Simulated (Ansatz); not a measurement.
Diatomic ZrN, multiplicity 2 (the spin of the measured ground state). No spin–orbit coupling.

| level | bond energy D_e (kcal/mol) |
|---|---|
| SVWN5/def2-TZVPP | 182.16 |
| r2SCAN/def2-TZVPP | 133.69 |
| B97M-V/def2-TZVPP | 133.46 |
| B3LYP/def2-TZVPP | 137.57 |
| BHLYP/def2-TZVPP | 111.55 |
| CAM-B3LYP/def2-TZVPP | 133.73 |
| wB97X-V/def2-TZVPP | 137.35 |
| wB97M-V/def2-TZVPP | 131.91 |

The rows run from 111.55 (BHLYP/def2-TZVPP) to 182.16 kcal/mol (SVWN5/def2-TZVPP). The 8 functionals in def2-TZVPP without D3 or D4 span 70.60, from BHLYP to SVWN5.

D_e counts from the fitted minimum to each atom's lowest state at the same level, without counterpoise. The lowest state of Zr differs between levels (2S+1 = 3, 5).

Run with Ansatz (Gaussian basis) for Hartree–Fock, density functionals and correlated methods.  In def2 rows elements past Kr take small-core potentials, without spin–orbit coupling.

Ansatz is a first-principles code.
